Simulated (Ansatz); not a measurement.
Molecule: CH2BO, charge -1, multiplicity 1. It need not be the lowest isomer of its formula. Whether it binds its extra electron was not tested at this geometry. 
Structure (B3LYP-D3(BJ)/def2-TZVP (Ansatz, an electronic-structure program) minimum search):
```xyz
5

B     -0.2386    -0.0020    -1.3285
H     -0.3404     1.0530    -1.8994
H     -0.3412    -1.0587    -1.8961
C      0.0133     0.0001     0.0739
O      0.2244     0.0019     1.2493
```
Charge -1, spin multiplicity 1.

Total electronic energies in hartree. Valence correlation only, unless marked. Spin-orbit coupling is left out. No relativistic terms. Basis-set limits of correlation are two-point, X^-3; Hartree-Fock from the larger set. [CCSD(T)-MP2]/basis is that difference in the basis named.

| level | program | energy (Eh) |
|---|---|---|
| HF/6-31G | Ansatz | -138.46152 |
| HF/aug-cc-pVDZ | Ansatz | -138.55872 |
| HF/cc-pVDZ | Ansatz | -138.54175 |
| PBE/def2-TZVPD | Ansatz | -139.26541 |
| r2SCAN/def2-TZVPD | Ansatz | -139.35384 |
| r2SCAN-D3(BJ)/def2-TZVPD | Ansatz + dftd3 | -139.35437 |
| PBE0-D3(BJ)/def2-TZVP | Ansatz + dftd3 | -139.26430 |
| PBE0-D3(BJ)/def2-TZVPD | Ansatz + dftd3 | -139.26583 |
| PBE0/def2-TZVP | Ansatz | -139.26259 |
| PBE0/def2-TZVPD | Ansatz | -139.26411 |
| BHLYP-D4/def2-TZVPD | Ansatz + dftd4 | -139.35281 |
| BHLYP/def2-TZVPD | Ansatz | -139.34996 |
| CAM-B3LYP-D3(BJ)/def2-TZVPD | Ansatz + dftd3 | -139.37044 |
| CAM-B3LYP-D4/def2-TZVPD | Ansatz + dftd4 | -139.37102 |
| RI-MP2/CBS(aug-cc-pVTZ,aug-cc-pVQZ)+[CCSD(T)-MP2]/aug-cc-pVTZ | Ansatz | -139.2119 |

Totals of different functionals don't rank their quality; only differences between species are comparable.
